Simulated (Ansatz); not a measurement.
Consider the cleavage of the Si–Ge bond: `[SiH3][GeH]1[CH2][NH]1` + `O[SiH2][SeH]` → `O[SiH2][Se][SiH3]` + `[CH2]1[NH][GeH2]1`.

Program: Ansatz. Geometries: PBE0-D4/def2-TZVP. ΔE: electronic, gas phase. CCSD(T)/CBS is the MP2 limit (def2-TZVPP, def2-QZVPP) plus CCSD(T) − MP2 in def2-TZVPP, frozen cores. DFT in def2-TZVPP. For Ge, Se outer-core shells are correlated without core-valence functions, which leaves a few kJ/mol of doubt a bond. Scalar relativity is left out up to krypton. One conformer a species, not always the lowest.

`[SiH3][GeH]1[CH2][NH]1`:

Z-matrix (Å, degrees):
```
Si
Ge 1 2.352
H 1 1.486 2 111.2
H 1 1.487 2 106.4 3 -119.2
H 1 1.486 2 111.7 3 121.6
C 2 1.933 1 117.0 3 105.7
N 2 1.899 1 114.7 3 155.8
H 2 1.529 1 123.0 3 -64.7
H 6 1.088 2 117.7 1 -12.8
H 6 1.086 2 118.1 1 -155.3
H 7 1.014 2 112.9 1 0.8
```

`O[SiH2][SeH]`:

Z-matrix (Å, degrees):
```
Si
Se 1 2.282
O 1 1.641 2 113.4
H 1 1.477 2 107.8 3 116.2
H 1 1.484 2 106.6 3 -123.6
H 2 1.468 1 92.5 3 97.5
H 3 0.959 1 117.7 2 -46.2
```

`O[SiH2][Se][SiH3]`:

Z-matrix (Å, degrees):
```
Si
Se 1 2.280
O 1 1.640 2 112.7
H 1 1.488 2 106.8 3 -122.9
H 1 1.477 2 108.8 3 116.7
Si 2 2.278 1 93.9 3 100.1
H 3 0.959 1 117.7 2 -48.4
H 6 1.486 2 110.6 1 -51.1
H 6 1.483 2 111.3 1 70.0
H 6 1.483 2 106.5 1 -170.1
```

`[CH2]1[NH][GeH2]1`:

Cartesian coordinates in Å:
```
C 0.557 0.776 -0.177
N 0.406 -0.053 1.034
Ge -0.888 -0.480 -0.261
H 0.347 1.830 -0.023
H 1.412 0.598 -0.826
H 1.149 -0.738 1.114
H -0.672 -1.777 -1.036
H -2.310 -0.155 0.176
```

```
             level  ΔE (kJ/mol)  difference from CCSD(T)/CBS
           ωB97X-V        -38.3                         -0.3
           ωB97M-V        -39.7                         -1.7
            B2PLYP        -34.6                          3.4
               PBE        -26.8                         11.2
     HF/def2-TZVPP        -45.9                         -7.9
SCS-MP2/def2-TZVPP        -40.1                         -2.1
    MP2/def2-QZVPP        -42.9                         -4.9
SCS-MP2/def2-QZVPP        -42.3                         -4.3
      HF/CBS(def2)        -46.9                         -8.9
    CCSD/CBS(def2)        -39.2                         -1.2
       CCSD(T)/CBS        -38.0                            0
```

Largest T1 diagnostic among the species: 0.013.

In def2-TZVPP, CCSD(T) changes the Hartree–Fock value by +11.0 kJ/mol (the triples alone add +1.2 kJ/mol) and MP2 by +5.1 kJ/mol. The D4 term adds −3.5 kJ/mol with B3LYP and −1.6 kJ/mol with PBE0; it sums over pairs of atoms, weighted by their polarisabilities, and B3LYP, whose exchange is more repulsive, gets the larger term. From PBE to PBE0 (25 % exact exchange), in def2-TZVPP and without D4, ΔE moves by −5.9 kJ/mol.

B3LYP here is the variant with VWN-RPA as its local correlation; programs differ in this.
